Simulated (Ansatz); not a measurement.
Ansatz (a program for electronic structure) input (B3LYP-D3(BJ)/def2-TZVP):

Ansatz 0.2 input:
```yaml
crystal:
  periodic: [false, false, false]
  atoms:
    - {symbol: O, position_ang: [-0.72576827, -1.24571506, -0.07855872]}
    - {symbol: S, position_ang: [-0.02068496, 0.02563040, 0.22553294]}
    - {symbol: O, position_ang: [-0.67627828, 1.22533825, -0.35483931]}
    - {symbol: O, position_ang: [1.44341647, -0.03088397, -0.01766786]}
basis:
  gaussian:
    orbitals: def2-TZVP
hamiltonian:
  xc: b3lyp
  dispersion: d3bj
total_charge: -1
magnetization: {spin_polarized: true, initial_magnetization: 1}
phonons: {temperatures: {t_min: 298.15, t_max: 298.15, t_step: 100}}
```

Output:

```
Functional definition: B3LYP
integrals: 0.04 GiB planned
724 factors; their error is unknown
mean field: 0.55 GiB planned
mean field evaluation 1: about -16974.7798 eV, gradient 4.2e1 eV
mean field evaluation 2: about -16959.3052 eV, gradient 8.2e1 eV
mean field evaluation 4: about -16980.6288 eV, gradient 1.2e0 eV
mean field evaluation 8: about -16980.6680 eV, gradient 1.6e-1 eV
mean field evaluation 16: about -16980.6681 eV, gradient 1.8e-5 eV
mean field -16980.66808637 eV, -624.0280422639 hartree, gradient 1.8e-5 eV, S^2 0.754018; 0 other end points of the search recorded, 0 dependent functions left out
the calculation of the forces begins
reference -16980.66827066 eV, -624.0280490365 hartree; 21, 20 occupied and 109, 110 virtual orbitals, 724 factors
these checks for a lower state are left out or cut short: stability, starts, cluster_reference, orbital_swaps, neighbouring_geometries, increment
integrals: 0.04 GiB planned
724 factors; their error is unknown
mean field: 0.55 GiB planned
mean field -16980.66792935 eV, -624.0280364935 hartree, gradient 1.3e-6 eV, S^2 0.754002; 0 other end points of the search recorded, 0 dependent functions left out
the calculation of the forces begins
reference -16980.66811361 eV, -624.0280432648 hartree; 21, 20 occupied and 109, 110 virtual orbitals, 724 factors
these checks for a lower state are left out or cut short: stability, starts, cluster_reference, orbital_swaps, neighbouring_geometries, increment
integrals: 0.04 GiB planned
724 factors; their error is unknown
mean field: 0.55 GiB planned
mean field evaluation 32: about -16980.6680 eV, gradient 1.2e-6 eV
mean field -16980.66796574 eV, -624.0280378306 hartree, gradient 1.2e-6 eV, S^2 0.754035; 0 other end points of the search recorded, 0 dependent functions left out
the calculation of the forces begins
reference -16980.66815007 eV, -624.0280446047 hartree; 21, 20 occupied and 109, 110 virtual orbitals, 724 factors
these checks for a lower state are left out or cut short: stability, starts, cluster_reference, orbital_swaps, neighbouring_geometries, increment
integrals: 0.04 GiB planned
724 factors; their error is unknown
mean field: 0.55 GiB planned
mean field -16980.66806870 eV, -624.0280416145 hartree, gradient 1.5e-6 eV, S^2 0.754025; 0 other end points of the search recorded, 0 dependent functions left out
the calculation of the forces begins
reference -16980.66825300 eV, -624.0280483875 hartree; 21, 20 occupied and 109, 110 virtual orbitals, 724 factors
these checks for a lower state are left out or cut short: stability, starts, cluster_reference, orbital_swaps, neighbouring_geometries, increment
integrals: 0.04 GiB planned
724 factors; their error is unknown
mean field: 0.55 GiB planned
mean field -16980.66806992 eV, -624.0280416595 hartree, gradient 1.7e-6 eV, S^2 0.754011; 0 other end points of the search recorded, 0 dependent functions left out
the calculation of the forces begins
reference -16980.66825421 eV, -624.0280484318 hartree; 21, 20 occupied and 109, 110 virtual orbitals, 724 factors
these checks for a lower state are left out or cut short: stability, starts, cluster_reference, orbital_swaps, neighbouring_geometries, increment
integrals: 0.04 GiB planned
724 factors; their error is unknown
mean field: 0.55 GiB planned
mean field -16980.66786977 eV, -624.0280343038 hartree, gradient 1.1e-6 eV, S^2 0.754020; 0 other end points of the search recorded, 0 dependent functions left out
the calculation of the forces begins
reference -16980.66805404 eV, -624.0280410756 hartree; 21, 20 occupied and 109, 110 virtual orbitals, 724 factors
these checks for a lower state are left out or cut short: stability, starts, cluster_reference, orbital_swaps, neighbouring_geometries, increment
integrals: 0.04 GiB planned
724 factors; their error is unknown
mean field: 0.55 GiB planned
mean field -16980.66786840 eV, -624.0280342538 hartree, gradient 1.2e-6 eV, S^2 0.754017; 0 other end points of the search recorded, 0 dependent functions left out
the calculation of the forces begins
reference -16980.66805272 eV, -624.0280410273 hartree; 21, 20 occupied and 109, 110 virtual orbitals, 724 factors
these checks for a lower state are left out or cut short: stability, starts, cluster_reference, orbital_swaps, neighbouring_geometries, increment
integrals: 0.04 GiB planned
724 factors; their error is unknown
mean field: 0.55 GiB planned
mean field evaluation 64: about -16980.6679 eV, gradient 1.9e-5 eV
mean field -16980.66792621 eV, -624.0280363782 hartree, gradient 1.2e-6 eV, S^2 0.753996; 0 other end points of the search recorded, 0 dependent functions left out
the calculation of the forces begins
reference -16980.66811046 eV, -624.0280431493 hartree; 21, 20 occupied and 109, 110 virtual orbitals, 724 factors
these checks for a lower state are left out or cut short: stability, starts, cluster_reference, orbital_swaps, neighbouring_geometries, increment
integrals: 0.04 GiB planned
724 factors; their error is unknown
mean field: 0.55 GiB planned
mean field -16980.66792733 eV, -624.0280364194 hartree, gradient 1.3e-6 eV, S^2 0.754041; 0 other end points of the search recorded, 0 dependent functions left out
the calculation of the forces begins
reference -16980.66811167 eV, -624.0280431936 hartree; 21, 20 occupied and 109, 110 virtual orbitals, 724 factors
these checks for a lower state are left out or cut short: stability, starts, cluster_reference, orbital_swaps, neighbouring_geometries, increment
integrals: 0.04 GiB planned
724 factors; their error is unknown
mean field: 0.55 GiB planned
mean field -16980.66803461 eV, -624.0280403617 hartree, gradient 1.8e-6 eV, S^2 0.754011; 0 other end points of the search recorded, 0 dependent functions left out
the calculation of the forces begins
reference -16980.66821889 eV, -624.0280471338 hartree; 21, 20 occupied and 109, 110 virtual orbitals, 724 factors
these checks for a lower state are left out or cut short: stability, starts, cluster_reference, orbital_swaps, neighbouring_geometries, increment
integrals: 0.04 GiB planned
724 factors; their error is unknown
mean field: 0.55 GiB planned
mean field -16980.66805162 eV, -624.0280409867 hartree, gradient 1.9e-6 eV, S^2 0.754025; 0 other end points of the search recorded, 0 dependent functions left out
the calculation of the forces begins
reference -16980.66823592 eV, -624.0280477599 hartree; 21, 20 occupied and 109, 110 virtual orbitals, 724 factors
these checks for a lower state are left out or cut short: stability, starts, cluster_reference, orbital_swaps, neighbouring_geometries, increment
integrals: 0.04 GiB planned
724 factors; their error is unknown
mean field: 0.55 GiB planned
mean field -16980.66800141 eV, -624.0280391417 hartree, gradient 2.4e-6 eV, S^2 0.754031; 0 other end points of the search recorded, 0 dependent functions left out
the calculation of the forces begins
reference -16980.66818575 eV, -624.0280459160 hartree; 21, 20 occupied and 109, 110 virtual orbitals, 724 factors
these checks for a lower state are left out or cut short: stability, starts, cluster_reference, orbital_swaps, neighbouring_geometries, increment
integrals: 0.04 GiB planned
724 factors; their error is unknown
mean field: 0.55 GiB planned
mean field evaluation 96: about -16980.6680 eV, gradient 2.1e-4 eV
mean field -16980.66797024 eV, -624.0280379962 hartree, gradient 2.6e-6 eV, S^2 0.754006; 0 other end points of the search recorded, 0 dependent functions left out
the calculation of the forces begins
reference -16980.66815449 eV, -624.0280447673 hartree; 21, 20 occupied and 109, 110 virtual orbitals, 724 factors
these checks for a lower state are left out or cut short: stability, starts, cluster_reference, orbital_swaps, neighbouring_geometries, increment
integrals: 0.04 GiB planned
724 factors; their error is unknown
mean field: 0.55 GiB planned
mean field -16980.66805466 eV, -624.0280410986 hartree, gradient 1.5e-6 eV, S^2 0.754006; 0 other end points of the search recorded, 0 dependent functions left out
the calculation of the forces begins
reference -16980.66823893 eV, -624.0280478702 hartree; 21, 20 occupied and 109, 110 virtual orbitals, 724 factors
these checks for a lower state are left out or cut short: stability, starts, cluster_reference, orbital_swaps, neighbouring_geometries, increment
integrals: 0.04 GiB planned
724 factors; their error is unknown
mean field: 0.55 GiB planned
mean field -16980.66805978 eV, -624.0280412868 hartree, gradient 2.0e-6 eV, S^2 0.754031; 0 other end points of the search recorded, 0 dependent functions left out
the calculation of the forces begins
reference -16980.66824411 eV, -624.0280480605 hartree; 21, 20 occupied and 109, 110 virtual orbitals, 724 factors
Total energy: -16980.78791774 eV, -624.0324459853 hartree
Atom 0 at    -0.725768    -1.245715    -0.078559 Å, force    -0.000153    -0.000235     0.000084 eV/Å
Atom 1 at    -0.020685     0.025630     0.225533 Å, force     0.000003    -0.000047    -0.000194 eV/Å
Atom 2 at    -0.676278     1.225338    -0.354839 Å, force    -0.000184     0.000295     0.000013 eV/Å
Atom 3 at     1.443416    -0.030884    -0.017668 Å, force     0.000334    -0.000012     0.000096 eV/Å
Dipole moment:    -0.019452     0.024102     0.212085 e Å
Vibrations: 470.13 470.15 580.92 966.88 1132.43 1132.44 cm⁻¹, zero-point energy 0.294646 eV
```
